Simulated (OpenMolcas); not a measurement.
# P: CASPT2 settings compared

```json
{
  "Program": "OpenMolcas",
  "Basis": "ANO-RCC-VQZP [6s5p3d2f1g]",
  "Scalar Hamiltonian": "DKH4, point nucleus",
  "Active space": "3 electrons in 3 orbitals (3p)",
  "State averaging": "2S+1 = 4 odd, 1 root; 2S+1 = 2 odd, 8 roots",
  "Spin-orbit coupling": "RASSI with atomic mean-field integrals over the reference wave functions, term energies averaged over their components"
}
```

Methods on the same reference wave functions:
A. CASSCF
B. SS-CASPT2, IPEA 0.6 Eh, sigma1 regulariser 0.3 Eh (closed shells correlated: 2s 2p 3s)
C. SS-CASPT2, IPEA 0.15 Eh, no level shift (closed shells correlated: 2s 2p 3s)
D. XMS-CASPT2, IPEA 0.15 Eh, real shift 0.15 Eh (closed shells correlated: 3s)

Energies in eV above 3s² 3p³ ⁴S°_3/2, the measured ground level; measured values from NIST Handbook of Basic Atomic Spectroscopic Data.

```csv
Level,A,B,C,D,Measured
3s² 3p³ ⁴S°_3/2,0.0000,0.0000,0.0000,0.0000,0.0000
3s² 3p³ ²D°_3/2,1.9033,1.406,1.435,1.386,1.4086
3s² 3p³ ²D°_5/2,1.9041,1.407,1.436,1.387,1.4105
3s² 3p³ ²P°_1/2,3.1468,2.432,2.443,2.369,2.3213
3s² 3p³ ²P°_3/2,3.1479,2.433,2.444,2.370,2.3245
```

Deviations, from unrounded energies. A percentage is the sum of absolute deviations over the sum of measured energies, with the sign that they share, or ± where signs differ.

```
                        Against measurement  Levels      A     B     C     D
             mean absolute deviation (cm-1)       4   5300   460   590   280
other terms of the ground configuration (%)       4  +35.3  ±3.0  +3.9  ±1.9
```

D lies closest to measurement on these levels and A furthest from it. The largest miss of D in the table is 3s² 3p³ ²P°_1/2, by +380 cm-1. The ranking rests on the paired levels alone, and a cruder setting can come out closer through cancelling errors.

Among B to D the level of the table that moves most is 3s² 3p³ ²P°_1/2, by 600 cm-1 (lowest in D, highest in C). Moves below CASPT2's spread within the term are not significant.

The mean deviations of B to D differ by less than CASPT2's widest spread within a term (1500 cm-1), so their order carries little weight.

From A to B the spin-free energies of the other terms of 3s² 3p³ shown, above ⁴S°, scale by factors of 0.74 to 0.77.

The lowest spin-free term lies below A's lowest term by 0.119 hartree in B, 0.136 hartree in C, 0.093 hartree in D.

Term energies are means over components that CASPT2 splits; among the terms shown or strongly mixed into the levels shown the widest spread is 1500 cm-1 (3s² 3p³ ²D°, D). With the s shell closed, the reference lacks s² → p² mixing. Without dynamic correlation excited terms often stand tens of per cent too high (terms of higher spin than the ground term too low), and those without a measured partner can miss by more than the paired ones (holds for A). Computed and measured levels are paired by configuration, term and J; levels that our copy of the source lacks, or whose pairing is in doubt (as where it misses far off the trend of its configuration), stay unpaired and out of the deviations. Levels of configurations outside the active space are missing.

° marks odd parity.
